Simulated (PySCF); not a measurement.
Dipole moment and polarisability of `O=C[C@@]12C=CC[C@@H]1C2`

Compound: C7H8O.
Numbering: `[O:1]=[CH:2][C@@:3]12[CH:4]=[CH:5][CH2:6][C@@H:7]1[CH2:8]2` (hydrogens: H9 on C2; H10 on C4; H11 on C5; H12, H13 on C6; H14 on C7; H15, H16 on C8)

Cartesian coordinates in Å at the GFN2-xTB level; atoms count from 1:
```
atom  x, y, z in Å
O1    -2.599   -0.537   -1.368
C2    -1.682   -1.092   -0.817
C3    -0.632   -0.428   -0.045
C4     0.494   -1.175    0.563
C5     1.620   -0.476    0.524
C6     1.458    0.848   -0.170
C7    -0.022    0.912   -0.491
C8    -0.964    0.890    0.648
H9    -1.569   -2.195   -0.868
H10    0.366   -2.157    0.983
H11    2.570   -0.782    0.925
H12    1.770    1.675    0.472
H13    2.067    0.887   -1.077
H14   -0.339    1.355   -1.423
H15   -0.583    1.020    1.650
H16   -1.963    1.264    0.483
```

Level: CAM-B3LYP/def2-SVPD (PySCF), static field, nuclei fixed, core orbitals frozen in the response. The polarisability tensor in these axes (au):

```
x   89.58  5.60  7.33
y    5.60 77.70 -0.16
z    7.33 -0.16 64.91
```

Problem. Diagonalise the tensor; give its mean and Δα, where Δα² is half the sum of the squared differences of the eigenvalues.

Solution. Principal values 62.70, 76.05 and 93.42 au; mean 77.39 au = 11.47 Å³ = 12.76 × 10⁻⁴⁰ C²·m²/J; Δα = 26.68 au (34 % of the mean).

Problem. What is the dipole moment, and where does it point?

Solution. (2.81, 0.01, 1.52) D, 3.20 D in size, pointing from the negative to the positive side. Measured along this direction, the outermost atoms are O1 at the negative end and H11 at the positive end.

Problem. Molar refractivity from α?

Solution. Lorentz–Lorenz: R = (4π/3)N_A α = 2.5225 cm³/(mol·Å³) × 11.47 Å³ = 28.9 cm³/mol, in the limit of long wavelengths.

Problem. Find the Langevin capture rate constant for H3+ (3.023 u) meeting this molecule (108.058 u), k = 2.342 × 10⁻⁹ cm³/s × √(α in Å³ / reduced mass in u).

Solution. The reduced mass is 2.94 u, so k = 4.62 × 10⁻⁹ cm³/s. The formula leaves out the permanent dipole, which adds to the capture rate.

Problem. Orientational against electronic polarisability at 250 K (dilute gas, rigid molecules)?

Solution. In Gaussian units μ²/3kT = 98.64 Å³ against 11.47 Å³, a ratio of 8.60; the Debye molar polarisation (4π/3)N_A(α + μ²/3kT) is 277.8 cm³/mol, leaving out the vibrational part.

One conformer (not necessarily the lowest) at the GFN2-xTB geometry, without solvent, vibrations or thermal averaging.
